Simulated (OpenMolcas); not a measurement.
In II: input and output

Input:

```
&GATEWAY
Coord
1

In 0.0 0.0 0.0
Basis=ANO-RCC-VDZP
Group=XYZ
NoMove
AngMom=0.0 0.0 0.0
AMFI
&SEWARD
Relativistic=R03O02
&RASSCF
FileOrb=start.orb
Symmetry=1
Spin=3
nActEl=2 0 0
Inactive=14 9
Ras2=1 3
CIRoot=3 3 1
SDav=3
CIMx=300
Iter=120 100
PrWF=0.3
OrbListing=Nothing
MaxOrb=0
Atom
>>> COPY $Project.JobIph JOB001
&RASSCF
FileOrb=start.orb
Symmetry=1
Spin=1
nActEl=2 0 0
Inactive=14 9
Ras2=1 3
CIRoot=7 7 1
SDav=7
CIMx=300
Iter=120 100
PrWF=0.3
OrbListing=Nothing
MaxOrb=0
Atom
CIOnly
>>> COPY $Project.JobIph JOB002
&RASSCF
FileOrb=start.orb
Symmetry=2
Spin=3
nActEl=2 0 0
Inactive=14 9
Ras2=1 3
CIRoot=3 3 1
SDav=3
CIMx=300
Iter=120 100
PrWF=0.3
OrbListing=Nothing
MaxOrb=0
Atom
>>> COPY $Project.JobIph JOB003
&RASSCF
FileOrb=start.orb
Symmetry=2
Spin=1
nActEl=2 0 0
Inactive=14 9
Ras2=1 3
CIRoot=3 3 1
SDav=3
CIMx=300
Iter=120 100
PrWF=0.3
OrbListing=Nothing
MaxOrb=0
Atom
CIOnly
>>> COPY $Project.JobIph JOB004
&RASSI
NrOfJobIphs=3 1 3 3
1
1 2 3
1 2 3
IphNames
JOB002
JOB003
JOB004
EJob
SpinOrbit
DIPRint=1.0
SOCoupling=1000.0
Subsets=2
MEES
Property=10
'ANGMOM' 1 'ANGMOM' 2 'ANGMOM' 3 'MLTPL  1' 1 'MLTPL  1' 2 'MLTPL  1' 3
'AMFI' 1 'AMFI' 2 'AMFI' 3 'MLTPL  2' 6
SOProperty=3
'ANGMOM' 1 'ANGMOM' 2 'ANGMOM' 3
```

Launched by
```bash
OMP_NUM_THREADS=1 MOLCAS_MEM=2252 MOLCAS_PROJECT=a pymolcas a.inp > a.log  # once for each step of the input, in one work folder
```

A driver script runs the steps one by one and writes start.orb anew before each from the orbitals found so far, so a CI-only block uses the converged orbitals of the first block.

Output, cut to the results:

```
--- SEWARD ---
Basis set label: IN.ANO-RCC...6S5P3D1F.

      Electronic valence basis set:
      ------------------
      Associated Effective Charge  49.000000 au
      Associated Actual Charge     49.000000 au
      Nuclear Model: Point charge

      Shell  nPrim  nBasis  Cartesian Spherical Contaminant
         s      22       6        X
         p      19       5        X
         d      13       3                 X
         f       5       1                 X
Relativistic=R03O02
                  Relativistic Douglas-Kroll-Hess integrals:
                    - DKH order of Hamiltonian: 3
                    - DKH order of Properties : 2
--- RASSCF ---
Wave function specifications:
      -----------------------------

      Number of closed shell electrons          46
      Number of electrons in active shells       2
      Max number of holes in RAS1 space          0
      Max nr of electrons in RAS3 space          0
      Number of inactive orbitals               23
      Number of active orbitals                  4
      Number of secondary orbitals              16
      Spin quantum number                      1.0
      State symmetry                             1
Orbital specifications:
      -----------------------

      Symmetry species                           1   2
                                                ag  au
      Frozen orbitals                            0   0
      Inactive orbitals                         14   9
      Active orbitals                            1   3
      RAS1 orbitals                              0   0
      RAS2 orbitals                              1   3
      RAS3 orbitals                              0   0
      Secondary orbitals                         6  10
      Deleted orbitals                           0   0
      Number of basis functions                 21  22
      Number of CSFs                             3
      Number of root(s) required                 3
      Iter CI   SX   CI       RASSCF       Energy    max ROT     max BLB   max BLB  Level Ln srch  Step   QN
          iter iter root      energy       change     param      element    value   shift minimum  type update
 Nr of preliminary CI iterations:   1
 ###############################################################################
 ###############################################################################
 ###                                                                         ###
 ###                                                                         ###
 ###    WARNING: Problems in orbital optimization.                           ###
 ###                                                                         ###
 ###                                                                         ###
 ###############################################################################
 ###############################################################################
  Warning: In symmetry  1, orbital p=  15 has diagonal density matrix element D(p,p) close to zero. D(p,p)=  0.000000E+00
      Total energies have been shifted. Add                -5000.00 au
        ...
 ###############################################################################
 ###############################################################################
  Warning: In symmetry  1, orbital p=  15 has diagonal density matrix element D(p,p) close to zero. D(p,p)=  0.000000E+00
        4   1    1    0  -877.84261284    1.82E-12   0.00E+00    9  16 1  5.60E-08   0.50   0.00    SX    NO
      Convergence after  4 iterations
        5   1    1    0  -877.84261284    1.82E-12   0.00E+00    9  16 1  5.60E-08   0.50   0.00    SX    NO
      Natural orbitals and occupation numbers for root  1
      sym 1:   0.000000
      sym 2:   0.000000   1.000000   1.000000
      Natural orbitals and occupation numbers for root  2
      sym 1:   0.000000
      sym 2:   1.000000   1.000000   0.000000
      Natural orbitals and occupation numbers for root  3
      sym 1:   0.000000
      sym 2:   1.000000   0.000000   1.000000
::    RASSCF root number  1 Total energy:  -5877.84261284
::    RASSCF root number  2 Total energy:  -5877.84261284
::    RASSCF root number  3 Total energy:  -5877.84261284
--- RASSCF ---
Wave function specifications:
      -----------------------------

      Number of closed shell electrons          46
      Number of electrons in active shells       2
      Max number of holes in RAS1 space          0
...
--- RASSI ---
SPIN-FREE ENERGIES:
  (Shifted by EMIN (a.u.) =      -5878.2947401961)

 SF State       Relative EMIN(au)   Rel lowest level(eV)    D:o, cm**(-1)      L_eff

     1             0.0000000000        0.0000000000              0.0000         0.0
     2             0.1794530757        4.8831669555          39385.3976         1.0
     3             0.1794530757        4.8831669555          39385.3976         1.0
     4             0.1794530762        4.8831669682          39385.3977         1.0
     5             0.3089063928        8.4057711675          67797.1167         1.0
     6             0.3089063928        8.4057711675          67797.1167         1.0
     7             0.3089063928        8.4057711675          67797.1167         1.0
     Dipole printing threshold changed to   1.00000000E+00

++ Dipole transition strengths (spin-free states):
   -----------------------------------------------
     for osc. strength at least  1.00000000E+00

  ( Max oscillator strength is only   0.81151431315429468      )
--
Eigenvalues of complex Hamiltonian:
   -----------------------------------
  (Shifted by EMIN (a.u.) =      -5878.2947401961)

 SO State       Relative EMIN(au)   Rel lowest level(eV)    D:o, cm**(-1)     J-value

     1             0.0000000000        0.0000000000              0.0000         0.0
     2             0.1698347834        4.6214398892          37274.4265         0.0
     3             0.1743002914        4.7429525533          38254.4922         0.6
     4             0.1743002917        4.7429525596          38254.4923         0.6
     5             0.1743002917        4.7429525596          38254.4923         1.0
     6             0.1842622219        5.0140304908          40440.8832         1.8
     7             0.1842622219        5.0140304908          40440.8832         1.8
     8             0.1842622222        5.0140304993          40440.8833         1.3
...
```

The J values that RASSI prints are effective ones from its own formula and need not be integers or half-integers; the table below assigns J from the states.

Levels above the lowest, from the spin-orbit matrix, grouped by J:

| Configuration | Term | J | E (cm⁻¹) | Measured (cm⁻¹) | g | Term weight % |
| --- | --- | --- | --- | --- | --- | --- |
| 5s² | ¹S | 0 | 0.0 | 0.0 |  | 100 |
| 5s 5p | ³P° | 0 | 37274 | 42276 |  | 100 |
| 5s 5p | ³P° | 1 | 38254 | 43351 | 1.500 | 100 |
| 5s 5p | ³P° | 2 | 40441 | 45830 | 1.501 | 100 |
| 5s 5p | ¹P° | 1 | 67873 | 63038 | 1.001 | 100 |

Against the 4 measured excited levels shown (NIST Handbook of Basic Atomic Spectroscopic Data) the mean absolute deviation is 5100 cm-1; the largest miss in energy is 5s 5p ³P°₂: computed 40441, measured 45830 cm⁻¹ (-11.8 %).

Some high roots are left out of the spin-orbit mixing, which shifts the levels that they would mix with. Without dynamic correlation excited terms often stand tens of per cent too high (terms of higher spin than the ground term too low), and those without a measured partner can miss by more than the paired ones. Terms from blocks run as CI alone lack orbitals of their own. Measured partners are found by configuration, term and J. A level has none where our copy of the source lacks it or the pairing is in doubt (some pairs that miss far off the trend of their configuration count as doubtful), and it then counts in no deviation. Only configurations of the active space appear. The first state left out of the spin-orbit step lies near 99000 cm-1 above the lowest spin-free state of the reference (among the parities and spins computed), and the list stops at four fifths of that energy or lower.

The RASSCF and RASSI steps took 8.4 s on 1 thread of Arm Neoverse V1 (shared host); the integral step is not counted.

The term weight is that of the spin-free term in the level, not the purity of its configuration. ° marks odd parity.
